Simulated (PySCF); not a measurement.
Electron correlation in I²⁺ (iodine, charge +2)

[Kr] 4d10 5s1 5p4, 5s spin antiparallel (an excited configuration). Calculation: PySCF 2.14, in def2-TZVPPD with the def2 core potential (28 electrons); scalar relativity through the core potential. Frozen: nothing; 23 electrons correlated.

MP2 pair energies summed by pair of shells (mhartree):

```tsv
pair	energy	share (%)
4d-4d	-236.02	40.5
4d-5p	-103.65	17.8
5s-5p	-63.67	10.9
5p-5p	-61.32	10.5
4p-4d	-37.40	6.4
4d-5s	-30.67	5.3
4p-4p	-20.11	3.5
4s-4d	-12.10	2.1
4p-5p	-6.08	1.0
4s-4p	-5.25	0.9
4p-5s	-3.33	0.6
4s-4s	-1.74	0.3
4s-5p	-0.64	0.1
4s-5s	-0.26	0.0
```

Total MP2 correlation energy: -582.24 mhartree.

Same-spin part -195.48 and opposite-spin part -386.76 mhartree; SCS-MP2 scales them by 1/3 and 6/5 to -529.28 mhartree.

The basis has no tight functions for the innermost shells, so their pair energies are far from complete.

This basis was not built for core-valence correlation, so the inner-shell part is incomplete.
